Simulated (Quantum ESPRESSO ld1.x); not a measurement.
The numbers below are computed, except where a source is named.
Task: The aim is neutral holmium in [Xe] 4f11 6s2. This ld1.x (Quantum ESPRESSO 7.5) run was made with `OMP_NUM_THREADS=1 ld1.x < ld1.in > ld1.out`. Can the result be used? Name any fault.

```
 &input
    zed=67.0,
    iswitch=1,
    rel=2,
    dft='PBE',
    config='[Xe] 4f11 6s2',
    verbosity='high',
    lsmall=.true.,
    xmin=-1.0,
    prefix='ld1',
    max_out_wfc=37,
    file_charge='ld1.rho',
 /
```

Output (excerpt):

```
     Program LD1 v.7.5 starts

 %%%%%%%%%%%%%%%%%%%%%%%%%%%%%%%%%%%%%%%%%%%%%%%%%%%%%%%%%%%%%%%%%%%%%%%%%%%%%%
     Error in routine ld1_readin (1):
     wrong xmin
 %%%%%%%%%%%%%%%%%%%%%%%%%%%%%%%%%%%%%%%%%%%%%%%%%%%%%%%%%%%%%%%%%%%%%%%%%%%%%%

     stopping ...
```

Result: No (refused). The line at issue: xmin=-1.0. The program stops in ld1_readin with "wrong xmin": xmin is refused above -2. The sound input gives -12628.51 hartree.
